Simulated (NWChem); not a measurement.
The numbers come from NWChem runs, not from measurements. System: hydrogen telluride (H2Te), charge 0, spin multiplicity 1, at a geometry optimised with PBE/def2-SVP with def2 effective core potentials on Te. Level: EOM-CCSD/def2-SVPD with def2 effective core potentials on Te, 4 core orbitals frozen.

The NWChem input:

```
start mol
memory heap 100 mb stack 700 mb global 1900 mb
geometry units angstroms nocenter noautoz
  Te     0.000000     0.000000     0.044132
  H     -1.184469     0.000000    -1.147436
  H      1.184469     0.000000    -1.147436
  symmetry group C2v
end
basis spherical
  * library def2-svpd
end
ecp
  Te library def2-ecp
end
scf
  rhf
  nopen 0
  maxiter 100
  thresh 1e-7
  semidirect memsize 60000000 filesize 0
end
tce
  freeze core 4
  ccsd
  nroots 1
  2eorb
  2emet 13
  thresh 1e-5
  maxiter 200
  tilesize 24
end
task tce energy
```

NWChem printed:

```
             Northwest Computational Chemistry Package (NWChem) 7.3.0
             --------------------------------------------------------

                                NWChem Input Module
                                -------------------

 Scaling coordinates for geometry "geometry" by  1.889725989
 (inverse scale =  0.529177249)

 Turning off AUTOSYM since
 SYMMETRY directive was detected!

                             Geometry "geometry" -> ""
                             -------------------------

 Output coordinates in angstroms (scale by  1.889725989 to convert to a.u.)

  No.       Tag          Charge          X              Y              Z
 ---- ---------------- ---------- -------------- -------------- --------------
    1 Te                  52.0000     0.00000000     0.00000000     0.04413200
    2 H                    1.0000    -1.18446900     0.00000000    -1.14743600
    3 H                    1.0000     1.18446900     0.00000000    -1.14743600

 Effective nuclear repulsion energy (a.u.)      32.9796457162

            Nuclear Dipole moment (a.u.)
            ----------------------------
        X                 Y               Z
 ---------------- ---------------- ----------------
     0.0000000000     0.0000000000    -0.0000151178

      Symmetry information
      --------------------

 Group name             C2v
 Group number             16
 Group order               4
 No. of unique centers     2

      Symmetry unique atoms

     1    2


 Summary of "ao basis" -> "" (spherical)
 ------------------------------------------------------------------------------
       Tag                 Description            Shells   Functions and Types
 ---------------- ------------------------------  ------  ---------------------
 *                         def2-svpd                  on all atoms

 Summary of "ao basis" -> "ao basis" (spherical)
 ------------------------------------------------------------------------------
       Tag                 Description            Shells   Functions and Types
 ---------------- ------------------------------  ------  ---------------------
[...]
 Iteration  13 using   13 trial vectors
   0.0007682401435   0.2802371741011    7.62564     0.4     0.4

 Iteration  14 using   14 trial vectors
   0.0003205907498   0.2802372635733    7.62565     0.4     0.4

 Iteration  15 using   15 trial vectors
   0.0001343866105   0.2802364421466    7.62562     0.4     0.4

 Iteration  16 using   16 trial vectors
   0.0000573452473   0.2802367263549    7.62563     0.4     0.4

 Iteration  17 using   17 trial vectors
   0.0000240384803   0.2802365899030    7.62563     0.4     0.4

 Iteration  18 using   18 trial vectors
   0.0000099940416   0.2802364832244    7.62563     0.4     0.4
 --------------------------------------------------------------
 Iterations converged
 ------------------

 Excited state root  1
 Excitation energy / hartree =        0.280236483224423
                   / eV      =        7.625625946690767
 largest EOMCCSD amplitudes: R1 and R2

 Singles contributions
    21a2  (alpha) ---    13b2  (alpha)       -0.6147703322
    14b1  (alpha) ---    12a1  (alpha)        0.4460383370
    18b1  (alpha) ---    12a1  (alpha)       -0.5307733945
    23b1  (alpha) ---    12a1  (alpha)        0.1087290709

 Doubles contributions

 =========================================
 Excited-state calculation ( b2  symmetry)
 =========================================
 Dim. of EOMCC iter. space      500

 EOMCCSD SOLVER TYPE  1
  maxdiff =   0.39266094138285118

 No. of initial right vectors    1

 EOM-CCSD right-hand side iterations
 --------------------------------------------------------------
      Residuum       Omega / hartree  Omega / eV    Cpu    Wall
 --------------------------------------------------------------

 Iteration   1 using    1 trial vectors
   0.3286599946281   0.2489932218566    6.77545     0.6     0.6

 Iteration   2 using    2 trial vectors
   0.0839226634189   0.1938021471649    5.27363     0.4     0.4

 Iteration   3 using    3 trial vectors
   0.0559974782000   0.1879540315471    5.11449     0.4     0.4

 Iteration   4 using    4 trial vectors
   0.0332758156187   0.1845770877157    5.02260     0.4     0.4

 Iteration   5 using    5 trial vectors
   0.0160270058930   0.1834008168303    4.99059     0.4     0.4

 Iteration   6 using    6 trial vectors
   0.0072188489053   0.1831995271544    4.98511     0.4     0.4

 Iteration   7 using    7 trial vectors
   0.0036567971713   0.1831504300326    4.98378     0.4     0.4

 Iteration   8 using    8 trial vectors
   0.0013026585751   0.1831329603018    4.98330     0.4     0.4

 Iteration   9 using    9 trial vectors
   0.0004592567485   0.1831252775066    4.98309     0.4     0.4

 Iteration  10 using   10 trial vectors
   0.0002263245720   0.1831232856854    4.98304     0.4     0.4

 Iteration  11 using   11 trial vectors
   0.0001369845880   0.1831232436830    4.98304     0.4     0.4

 Iteration  12 using   12 trial vectors
   0.0000770167131   0.1831236834397    4.98305     0.4     0.4

 Iteration  13 using   13 trial vectors
   0.0000337730478   0.1831236708627    4.98305     0.4     0.4

 Iteration  14 using   14 trial vectors
   0.0000128198926   0.1831234323321    4.98304     0.4     0.4

 Iteration  15 using   15 trial vectors
   0.0000063228154   0.1831234398173    4.98304     0.4     0.4
 --------------------------------------------------------------
 Iterations converged
 ------------------

 Excited state root  1
 Excitation energy / hartree =        0.183123439817313
                   / eV      =        4.983044456063421
 largest EOMCCSD amplitudes: R1 and R2

 Singles contributions
    15a1  (alpha) ---    13b2  (alpha)       -0.8873923437
    16a1  (alpha) ---    13b2  (alpha)        0.1175636067
    19a1  (alpha) ---    13b2  (alpha)       -0.2236917613
    24a1  (alpha) ---    13b2  (alpha)       -0.1852998643

 Doubles contributions

 Task  times  cpu:       32.1s     wall:       32.1s

 Total times  cpu:       32.2s     wall:       32.2s
```
